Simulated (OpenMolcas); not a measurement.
**Se4+: effect of the basis set**

```yaml
Program: OpenMolcas 26.06
Method: RASSCF
Active_space: 2 electrons in 9 orbitals (RAS2 4s 4p; RAS3 4d, at most 2 electrons)
State_averaging: 2S+1 = 3 even, 3 roots; 2S+1 = 1 even, 7 roots; 2S+1 = 3 odd, 3 roots; 2S+1 = 1 odd, 3 roots
Spin-orbit_coupling: RASSI with atomic mean-field integrals over the reference wave functions, term energies averaged over their components
```

A. ANO-RCC-VTZP [6s5p3d1f], DKH2, point nucleus; cost of the order of 18 core-seconds
B. ANO-RCC-VQZP [7s6p4d2f1g], DKH2, point nucleus; cost about 16 core-seconds
C. ANO-R2 [6s6p4d3f1g], X2C, finite nucleus; cost of the order of 21 core-seconds
D. ANO-RCC [9s8p6d4f2g], DKH2, point nucleus; cost of the order of 30 core-seconds

Energies in cm-1 above 4s2 1S0, the measured ground level; measured values from the list in Rauch et al., Astron. Astrophys. 606, A105 (2017).

| Level | A | B | C | D | Measured |
| --- | --- | --- | --- | --- | --- |
| 4s2 1S0 | 0.0 | 0.0 | 0.0 | 0.0 | 0.0 |
| 4s 4p 3P* 0 | 85782 | 85794 | 85357 | 85749 | 89749 |
| 4s 4p 3P* 1 | 87225 | 87219 | 86760 | 87186 | 91350 |
| 4s 4p 3P* 2 | 90389 | 90336 | 89835 | 90337 | 94960 |
| 4s 4p 1P* 1 | 133127 | 133051 | 132184 | 133046 | 131733 |
| 4p2 1D2 | 208014 | 207985 | 206587 | 207857 | 213203 |
| 4p2 3P0 | 208749 | 208764 | 207364 | 208732 | 211794 |
| 4p2 3P1 | 210662 | 210638 | 209225 | 210641 | 214091 |
| 4p2 3P2 | 214283 | 214194 | 212752 | 214239 | 218615 |

Deviations, from unrounded energies. A percentage is the sum of absolute deviations over the sum of measured energies, with the sign that they share, or ± where signs differ.

```json
{"Against measurement": "mean absolute deviation (cm-1)", "Levels": "8", "A": "3800", "B": "3800", "C": "4500", "D": "3800"}
{"Against measurement": "other configurations (%)", "Levels": "8", "A": "±2.4", "B": "±2.4", "C": "±2.9", "D": "±2.4"}
```

A, B, D lie about equally close to measurement and C furthest from it. The largest miss of A in the table is 4p2 1D2, by -5200 cm-1. The ranking rests on the paired levels alone, and a cruder setting can come out closer through cancelling errors.

Among A to D the level of the table that moves most is 4p2 3P2, by 1500 cm-1 (lowest in C, highest in A).

Active for correlation alone: 4d; no level in the range computed is led by a configuration that fills it, so any true level of that kind is missing. Some terms mix strongly with configurations of 4d, whose occupation reaches 0.21 (4p2 1D). Measured partners are found by configuration, term and J. A level has none where our copy of the source lacks it or the pairing is in doubt (some pairs that miss far off the trend of their configuration count as doubtful), and it then counts in no deviation. Levels of configurations outside the active space are missing. Levels that lie high or do not pair safely by name in every column are left out.

* marks odd parity.
